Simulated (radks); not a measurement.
Task: Species: Tb. Configuration: [Xe] 4f9 6s2. All-electron calculation, scalar-relativistic Kohn-Sham, PBE, spin-polarised, spherical densities, point nucleus; open shells are filled with parallel spins first (spin-orbit coupling, left out, can overturn this in heavy ions). Program: a radial shooting solver on a logarithmic mesh with Libxc functionals. Some entries of the table are withheld. Estimate them.

| orbital | occ. | eigenvalue (eV) | <r^2> (bohr^2) | <r> (bohr) |
|---|---|---|---|---|
| 1s up | 1 | -51861.81 | 0.0006315 | 0.02150 |
| 1s down | 1 | -51861.81 | 0.0006315 | 0.02150 |
| 2s up | 1 | -8596.569 | 0.009887 | 0.09149 |
| 2s down | 1 | -8596.532 | 0.009886 | 0.09149 |
| 2p up | 3 | -7638.152 | 0.007987 | 0.08089 |
| 2p down | 3 | -7638.126 | 0.007987 | 0.08088 |
| 3s up | 1 | -1907.145 | 0.06549 | 0.2394 |
| 3s down | 1 | -1905.293 | 0.06541 | 0.2393 |
| 3p up | 3 | -1611.628 | 0.06574 | 0.2382 |
| 3p down | 3 | -1609.783 | 0.06564 | 0.2380 |
| 3d up | 5 | -1226.636 | 0.05513 | 0.2166 |
| 3d down | 5 | -1225.225 | 0.05501 | 0.2164 |
| 4s up | 1 | -379.2347 | 0.3310 | 0.5415 |
| 4s down | 1 | -375.0020 | 0.3310 | 0.5415 |
| 4p up | 3 | -281.9640 | 0.3744 | 0.5737 |
| 4p down | 3 | -277.7661 | 0.3745 | 0.5738 |
| 4d up | 5 | -148.5194 | 0.4515 | 0.6237 |
| 4d down | 5 | -144.3647 | 0.4528 | 0.6244 |
| 5s up | 1 | (1) | 1.963 | 1.320 |
| 5s down | 1 | (2) | 2.014 | 1.337 |
| 5p up | 3 | (3) | 2.780 | 1.562 |
| 5p down | 3 | (4) | 2.888 | 1.591 |
| 4f up | 7 | -4.4653 | (5) | 0.8873 |
| 6s up | 1 | -3.7818 | 19.37 | 4.122 |
| 6s down | 1 | -3.6305 | 20.25 | 4.215 |
| 4f down | 2 | -0.8942 | (6) | 0.9729 |

Result: 
(1) 5s up eigenvalue (eV): -48.4179
(2) 5s down eigenvalue (eV): -46.2308
(3) 5p up eigenvalue (eV): -25.5200
(4) 5p down eigenvalue (eV): -23.9407
(5) 4f up <r^2> (bohr^2): 1.081
(6) 4f down <r^2> (bohr^2): 1.445
